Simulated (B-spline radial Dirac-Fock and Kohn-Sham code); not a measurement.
## Dipole and non-dipole photoemission parameters of Mg²⁺ 2s

System: Mg²⁺ in the configuration [He] 2s2 2p6; threshold 110.2 eV (orbital energy of the model). These are calculated numbers from a radial finite-basis atomic code; the model is Dirac-Hartree-Slater photoionisation with a Latter tail; cross sections with all multipoles, angular parameters from the dipole term and its interference with E2.

```
hν (eV)  σ (kb)      β       γ
    123     517  2.000   0.239
    146     464  2.000   0.139
    150     455  2.000   0.124
    198       ?      ?       ?
    200     344  2.000   0.007
    202     340  2.000   0.004
    240     270  2.000  -0.028
    300     195  2.000  -0.038
    473    89.3  2.000   0.027
    604    55.7  2.000   0.098
    679    44.0  2.000   0.138
    703    41.0  2.000   0.151
 1253.6    11.6  2.000   0.404
   1700    5.66  2.000   0.575
   2910    1.46  2.000   0.939
 2984.4    1.37  2.000   0.959
   3060    1.28  2.000   0.978
   3070    1.27  2.000   0.980
   3300    1.05  2.000   1.037
   3980   0.634  2.000   1.193
   4260   0.527  2.000   1.252
   5810   0.223  2.000   1.542
   6000   0.204  2.000   1.574
   6060   0.199  2.000   1.584
   6500   0.163  2.000   1.657
   8890  0.0662  2.000   2.012
  12000  0.0273  2.000   2.405
```

Q: Give the values at 198 eV.

A: σ = 348 kb, β = 2.000, γ = 0.010. For an s subshell δ is negligible.
